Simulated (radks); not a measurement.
Values are calculated unless marked as measured or tabulated.
Problem. Radial electron density D(r) = 4 pi r^2 rho(r) of an atom or ion with 38 electrons. Level of theory: scalar-relativistic Kohn-Sham, PBE, spin-unpolarised, spherical densities, point nucleus (a radial shooting solver on a logarithmic mesh with Libxc functionals).

r (bohr)  D(r) (e/bohr)
0.007095          15.88
0.00826           19.47
0.009615          23.53
0.01119           27.97
0.01303           32.61
0.01517           37.20
0.01766           41.38
0.02056           44.75
0.02413           46.97
0.02809           47.54
0.0327            46.58
0.03807           44.43
0.04432           41.85
0.05159           39.95
0.06006           39.83
0.06992           42.21
0.0814            46.85
0.09476           52.41
0.1103            56.65
0.1284            57.36
0.1495            53.53
0.1755            45.81
0.2043            38.19
0.2378            33.76
0.2768            34.16
0.3223            37.90
0.3752            41.20
0.4368            40.45
0.5084            34.64
0.5919            25.74
0.6891            17.08
0.8022            11.16
0.9339            8.453
1.087             7.724
1.276             7.301
1.485             6.253
1.729             4.619
2.013             2.954
2.343             1.726
2.728             1.049
3.176            0.7651
3.697            0.6500
4.304            0.5448
5.011            0.4001
5.833            0.2447
6.791            0.1230
7.969           0.04783
9.278           0.01533
10.8           0.003743
12.57         0.0006733

What is the nuclear charge?

Solution. Z = 38. The innermost maximum, from 1s, lies near gamma/Z bohr with gamma = sqrt(1 - (Z/c)^2) = 0.961, here 0.0253 bohr (found: 0.0274), and its height grows with Z. The density is that of neutral strontium in [Kr] 5s2; the configuration itself is not fixed sharply by these data, and Z only to a few units. D(r) has 3 maxima, at r = 0.0274, 0.122, 0.397 bohr, and minima at 0.0563, 0.254 bohr, inside which lie 2.06, 11.06 electrons.
